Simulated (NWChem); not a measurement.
Molecule: MnHOCl, sextet; SMILES [OH][Mn][Cl]

```xyz
4

Mn     0.0183    -0.4000     0.0000
Cl    -0.0182     1.7867     0.0000
O     -0.0929    -2.1875     0.0000
H      0.5951    -2.8727     0.0000
```
Atoms are numbered in this order, from 1.

Program: NWChem. Spin-unrestricted. All runs use the structure optimised with PBE-D3(BJ)/def2-SVP, spin-unrestricted. The spin multiplicity was typed, not searched, and may not be the lowest. No stability test was run on the SCF state.

Q: Taking UHF/def2-TZVPP as the yardstick, which of these has the fewest basis functions while keeping “dipole (D)” within 0.1 D of it: UHF/def2-SVP; UHF/def2-TZVP; UHF/def2-SVPD?

A: UHF/def2-SVPD.
| level | basis functions | dipole (D) | relative time (rough) |
|---|---|---|---|
| UHF/def2-SVP | 68 | 2.61 | 1 |
| UHF/def2-SVPD | 92 | 2.45 | 2 |
| UHF/def2-TZVP | 119 | 2.47 | 4 |
| UHF/def2-TZVPP | 151 | 2.44 | 8 |

The yardstick is one finite set, not the basis-set limit.
